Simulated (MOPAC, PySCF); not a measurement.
H3B, SMILES `B`, neutral singlet in the gas phase. 

Cartesian coordinates (Å):
```xyz
4

B      0.0000     0.0000     0.0000
H     -0.8050    -0.8755     0.0105
H     -0.3557     1.1350     0.0039
H      1.1607    -0.2595    -0.0143
```
Charge 0, multiplicity 1.

All levels are single points at this geometry (B3LYP-D3(BJ)/def2-TZVP); Pople sets use spherical d functions. Orbital energies aren't observables, and empty levels follow the basis.

| level | HOMO (eV) | LUMO (eV) | gap (eV) | dipole (D) | vertical IE, Delta-SCF (eV) |
|---|---|---|---|---|---|
| B3LYP-D3(BJ)/def2-TZVP in PySCF | -9.75 | -2.22 | 7.52 | 0.00 | 13.14 |
| M06-2X/def2-TZVP in PySCF | -11.25 | -1.00 | 10.25 | 0.00 | 13.16 |
| B3LYP/3-21G in PySCF | -9.72 | -2.02 | 7.70 | 0.00 | – |
| B3LYP/6-31G* in PySCF | -9.58 | -1.78 | 7.80 | 0.00 | 13.12 |
| BP86/6-31G* in PySCF | -8.43 | -2.74 | 5.69 | 0.00 | – |
| M06-2X/6-31G* in PySCF | -11.17 | -0.53 | 10.65 | 0.00 | – |
| PBE/6-31G* in PySCF | -8.30 | -2.67 | 5.63 | 0.00 | – |
| PM3 in MOPAC | -13.57 | 0.13 | 13.70 | 0.00 | – |
| PM6 in MOPAC | -11.71 | -0.30 | 11.42 | 0.00 | – |
